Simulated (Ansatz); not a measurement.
Breaking a bond: LiCl, singlet.

- RKS-PBE = restricted PBE/cc-pVDZ (Ansatz, a program for electronic structure)
- UKS-PBE = unrestricted PBE/cc-pVDZ in Ansatz
- UKS-CAM-B3LYP = Ansatz with unrestricted CAM-B3LYP/cc-pVDZ
- FCI = full CI/cc-pVDZ, frozen core (Ansatz)

Energies relative to the lowest point of each curve near equilibrium, in eV; the last columns give the error against full CI:

| R / Å | RKS-PBE | UKS-PBE | UKS-CAM-B3LYP | FCI | RKS-PBE − FCI | UKS-PBE − FCI | UKS-CAM-B3LYP − FCI |
|---|---|---|---|---|---|---|---|
| 1.48 | 3.504 | 3.504 | 3.417 | 3.732 | -0.228 | -0.228 | -0.316 |
| 1.61 | 1.704 | 1.704 | 1.631 | 1.842 | -0.138 | -0.138 | -0.211 |
| 1.70 | 0.951 | 0.951 | 0.892 | 1.046 | -0.096 | -0.096 | -0.155 |
| 1.84 | 0.295 | 0.295 | 0.257 | 0.344 | -0.049 | -0.049 | -0.087 |
| 1.87 | 0.213 | 0.213 | 0.180 | 0.254 | -0.041 | -0.041 | -0.074 |
| 1.94 | 0.080 | 0.080 | 0.058 | 0.105 | -0.025 | -0.025 | -0.047 |
| 2.01 | 0.014 | 0.014 | 0.002 | 0.026 | -0.012 | -0.012 | -0.024 |
| 2.09 | 0.000 | 0.000 | 0.000 | 0.000 | 0.000 | 0.000 | 0.000 |
| 2.13 | 0.013 | 0.013 | 0.018 | 0.008 | 0.005 | 0.005 | 0.011 |
| 2.23 | 0.087 | 0.087 | 0.106 | 0.073 | 0.014 | 0.014 | 0.034 |
| 2.31 | 0.180 | 0.180 | 0.210 | 0.161 | 0.019 | 0.019 | 0.049 |
| 2.49 | 0.454 | 0.454 | 0.506 | 0.434 | 0.020 | 0.020 | 0.072 |
| 2.70 | 0.826 | 0.826 | 0.905 | 0.819 | 0.007 | 0.007 | 0.086 |
| 3.02 | 1.400 | 1.400 | 1.517 | 1.431 | -0.031 | -0.031 | 0.086 |
| 3.37 | 1.963 | 1.963 | 2.126 | 2.056 | -0.092 | -0.092 | 0.071 |
| 3.66 | 2.359 | 2.359 | 2.567 | 2.514 | -0.155 | -0.155 | 0.053 |
| 4.05 | 2.786 | 2.780 | 3.070 | 3.041 | -0.255 | -0.261 | 0.029 |
| 4.47 | 3.128 | 3.083 | 3.503 | 3.503 | -0.374 | -0.420 | 0.000 |
| 4.99 | 3.423 | 3.319 | 3.845 | 3.937 | -0.514 | -0.618 | -0.092 |
| 5.43 | 3.594 | 3.446 | 4.030 | 4.182 | -0.588 | -0.736 | -0.151 |
| 6.09 | 3.766 | 3.567 | 4.209 | 4.313 | -0.548 | -0.746 | -0.104 |
| 6.95 | 3.901 | 3.661 | 4.345 | 4.335 | -0.434 | -0.674 | 0.009 |
| 7.99 | 3.994 | 3.726 | 4.434 | 4.338 | -0.344 | -0.612 | 0.095 |

RKS-PBE is furthest from FCI at 5.43 (-0.588 eV, below); its mean absolute error over the points is 0.173 eV.

UKS-PBE is furthest from FCI at 6.09 (-0.746 eV, below); its mean absolute error over the points is 0.217 eV.

UKS-CAM-B3LYP is furthest from FCI at 1.48 (-0.316 eV, below); its mean absolute error over the points is 0.081 eV.

The restricted form behind RKS-PBE keeps the bonding electrons paired and can't separate into open-shell fragments. The unrestricted determinant behind UKS-PBE is spin-contaminated at 4.05 to 7.99 Å (<S²> up to 0.6, against 0.00 for a pure singlet). The unrestricted determinant behind UKS-CAM-B3LYP is spin-contaminated at 4.47 to 7.99 Å (<S²> up to 0.7, against 0.00 for a pure singlet).
